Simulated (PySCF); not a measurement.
## Electron correlation in Zr (zirconium, neutral)

[Kr] 4d2 5s2, high-spin 3F determinant. Calculation: PySCF 2.14, in x2c-QZVPPall (13s8p7d3f2g, 111 functions); the spin-free X2C one-electron Hamiltonian (Gaussian nucleus). Frozen: [Kr]; 4 electrons correlated.

MP2 pair energies summed by pair of shells (mhartree):

| pair | energy | share (%) |
| --- | --- | --- |
| 4d-5s | -22.94 | 49.0 |
| 5s-5s | -19.74 | 42.2 |
| 4d-4d | -4.11 | 8.8 |

Total MP2 correlation energy: -46.80 mhartree.

Same-spin part -12.22 and opposite-spin part -34.58 mhartree; SCS-MP2 scales them by 1/3 and 6/5 to -45.57 mhartree.
